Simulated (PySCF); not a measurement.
## NMR parameters from quadrupole coupling constants

Species: C₇H₉NSi.
Cartesian coordinates in Å at the GFN2-xTB level; atoms count from 1:
```xyz
18
C7H9NSi angstrom
C     -1.9910   -2.2626    0.2722
C     -1.8232   -1.1344   -0.0913
C     -1.5871    0.2257   -0.5080
Si     0.1586    0.8237    0.0313
C      0.3501    0.7088    1.9183
C      0.2417    2.6286   -0.4768
N      0.2923    3.7275   -0.7964
C      1.5204   -0.0617   -0.9321
C      1.8503   -1.3305   -0.7420
H     -2.1671   -3.2510    0.5749
H     -1.6883    0.2851   -1.5941
H     -2.3561    0.8677   -0.0714
H      0.2600   -0.3240    2.2436
H      1.3177    1.0787    2.2451
H     -0.4158    1.2836    2.4323
H      2.0500    0.5020   -1.6912
H      1.3548   -1.9416   -0.0051
H      2.6240   -1.8195   -1.3142
```

Computed at PBE0/pcSseg-1 (PySCF, non-relativistic):

```
atom     environment  nucleus  spin I    Q (b)  CQ = χzz (MHz)      η
  N7  cyano nitrogen      14N       1  0.02044          -5.561  0.003
```

Work back to Vxx, Vyy and Vzz; CQ/MHz = 234.96 (Q/b)(Vzz/au).

Vxx = −Vzz(1 − η)/2 and Vyy = −Vzz(1 + η)/2, in au:

```csv
atom,Vxx (au),Vyy (au),Vzz (au),Vzz (10²¹ V/m²)
N7,0.577,0.580,-1.158,-11.25
```

At 9.4 T, set νQ = 3|CQ|/[2I(2I − 1)] beside the Larmor frequency (|g| × 7.62259 MHz/T × B; g(14N) = 0.40376), and give PQ = |CQ|√(1 + η²/3).

| atom | PQ (MHz) | νQ (MHz) | ν0 (MHz) | νQ/ν0 |
| --- | --- | --- | --- | --- |
| N7 | 5.561 | 8.342 | 28.93 | 0.288 |

For N7: PQ = 5.561 × 1.0000, νQ = 5.561 × 1.5000, ν0 = 3.0777 MHz/T × 9.4 T.

Take a correlation time of 15 ps, isotropic tumbling and extreme narrowing. What quadrupolar relaxation rates and linewidths follow?

1/T1 = 1/T2 = (3π²/10)(2I + 3)/[I²(2I − 1)] × PQ² × τc; the width is 1/(πT2).

```json
{"site": "14N at N7", "spin factor (2I + 3)/[I²(2I − 1)]": "5.000", "1/T1 (s⁻¹)": "6870", "T1 (ms)": "0.146", "linewidth (Hz)": "2190"}
```

Geometry: GFN2-xTB, one conformer, isolated molecule. GFN2-xTB frequencies show an imaginary mode (37i cm⁻¹), so this geometry is no minimum at that level. GFN2-xTB bond lengths can be off by several hundredths of an ångström, more for odd bonds, and the gradients follow them. With so small a basis the couplings can be 20 % off.

These values come from a run that also computed NMR shieldings. The run took 72 s wall on Arm Neoverse N1, one thread, no GPU, shared host with 64 logical CPUs at a one-minute load of 58, and the process peaked at 0.91 GiB of memory.
